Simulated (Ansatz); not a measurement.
CH₇BFNOSi (`BN[Si](C)(O)F`). Total charge 0; spin multiplicity 1.

```xyz
13

B     2.1079   -0.0908    0.4325
N     0.8901    0.3849    0.9319
Si   -0.6192    0.4849    0.1022
C    -0.8161   -0.8130   -1.1898
O    -1.7347    0.4380    1.2966
F    -0.7591    1.9039   -0.6260
H     2.1533   -0.5153   -0.6870
H     3.0845   -0.0725    1.1241
H     0.8849    0.7361    1.8804
H    -1.7879   -0.7119   -1.6795
H    -0.7550   -1.8103   -0.7500
H    -0.0427   -0.7272   -1.9553
H    -2.6061    0.7933    1.1199
```

(1) Give the diagnostics of a CCSD(T)/def2-TZVPP run (frozen core, the Gaussian-basis code of Ansatz). (Estimate.)

Answers

(1) The calculation gave: T1 = 0.0117, largest single amplitude 0.027, largest double 0.027, (T) share of the correlation energy 3.4 %, 9 CCSD cycles. The RHF solution is stable towards an unrestricted one. T1 lies under the customary mark of 0.02 for closed shells.
